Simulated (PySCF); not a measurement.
# How methods differ on the ionisation energy of Ni

Ni [Ar] 3d8 4s2 (3F) → Ni⁺ [Ar] 3d9 (2D), as a difference of total energies. All numbers are calculated (PySCF 2.14, scalar relativity by spin-free X2C-1e, in cc-pVTZ-DK). Correlated levels: valence: [Ar] frozen. The calculations carry no spin-orbit coupling.

| method | ionisation energy (eV) | difference from reference (eV) |
| --- | --- | --- |
| UHF | 8.228 | +0.588 |
| LDA | 7.608 | -0.032 |
| MP2 (valence) | 6.938 | -0.702 |
| SCS-MP2 (valence) | 7.142 | -0.498 |

Reference: 7.640 eV (measured; NIST Atomic Spectra Database, ionization energies).

The reference lies between the lowest fine-structure levels, while these numbers refer to the centres of the terms.

Errors of the correlated levels include the incompleteness of this basis and the frozen core.

MP2 underrates the near-degeneracy of ns² with np² in the lower species.
